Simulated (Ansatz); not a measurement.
Computed with Ansatz on PBE0-D4/def2-TZVP structures; ΔE is electronic, products minus reactants. CCSD(T)/CBS is the MP2 limit (def2-TZVPP, def2-QZVPP) plus CCSD(T) − MP2 in def2-TZVPP, frozen cores. Functionals use def2-TZVPP. For Ge outer-core shells are correlated without core-valence functions, which leaves a few kJ/mol of doubt a bond. Scalar relativity is left out up to krypton. Each species was taken in one conformer, which may not be the lowest.

`F[Si](F)(Cl)[S][GeH2][Cl]` + `CO[SiH3]` → `F[Si](F)(Cl)O[SiH3]` + `C[S][GeH2][Cl]`  (redistribution)

`F[Si](F)(Cl)[S][GeH2][Cl]`:

```xyz
9

F    -1.521   -1.155    0.179
Si   -0.794   -0.785   -1.173
F    -0.842   -2.053   -2.107
Cl   -1.849    0.683   -2.063
S     1.220   -0.314   -0.837
Ge    1.063    0.605    1.188
Cl   -0.214    2.327    1.114
H     0.453   -0.374    2.190
H     2.484    1.066    1.509
```

`CO[SiH3]`:

```xyz
9

C    -0.926    0.871   -0.488
O    -0.659   -0.180    0.411
Si    0.822   -0.879    0.533
H    -0.298    1.746   -0.281
H    -1.971    1.161   -0.375
H    -0.761    0.563   -1.527
H     0.708   -1.925    1.574
H     1.853    0.126    0.918
H     1.234   -1.483   -0.765
```

`F[Si](F)(Cl)O[SiH3]`:

Z-matrix (Å, degrees):
```
Si
F 1 1.574
Cl 1 2.011 2 108.9
F 1 1.574 2 107.0 3 117.6
O 1 1.587 2 110.5 3 -122.1
Si 5 1.645 1 158.2 2 -58.5
H 6 1.480 5 107.7 1 179.5
H 6 1.482 5 109.1 1 59.7
H 6 1.482 5 109.1 1 -60.6
```

`C[S][GeH2][Cl]`:

```xyz
9

C    -0.831   -1.182   -0.571
S    -1.209    0.582   -0.380
Ge    0.621    1.224    0.644
Cl    2.333    0.897   -0.640
H     0.064   -1.322   -1.177
H    -0.711   -1.669    0.397
H    -1.682   -1.626   -1.087
H     0.520    2.725    0.924
H     0.896    0.370    1.890
```

| level | ΔE (kJ/mol) |
| --- | --- |
| ωB97X-V | -111.2 |
| PBE | -102.6 |
| CCSD/def2-TZVPP | -123.1 |
| HF/def2-QZVPP | -139.4 |

**Question.** What does CCSD(T)/CBS give? (Best estimate.)

**Answer.** Computed: -120.1 kJ/mol. The listed levels differ from it by 8.9, 17.5, -3.0, -19.3 kJ/mol.

Largest T1 diagnostic among the species: 0.011.

In def2-TZVPP, CCSD(T) changes the Hartree–Fock value by +18.3 kJ/mol (the triples alone add +4.2 kJ/mol) and MP2 by +17.5 kJ/mol. The D4 term adds +8.1 kJ/mol with B3LYP and +4.4 kJ/mol with PBE0; it sums over pairs of atoms, weighted by their polarisabilities, and B3LYP, whose exchange is more repulsive, gets the larger term. From PBE to PBE0 (25 % exact exchange), in def2-TZVPP and without D4, ΔE moves by −8.1 kJ/mol.

B3LYP here is the variant with VWN-RPA as its local correlation; programs differ in this.
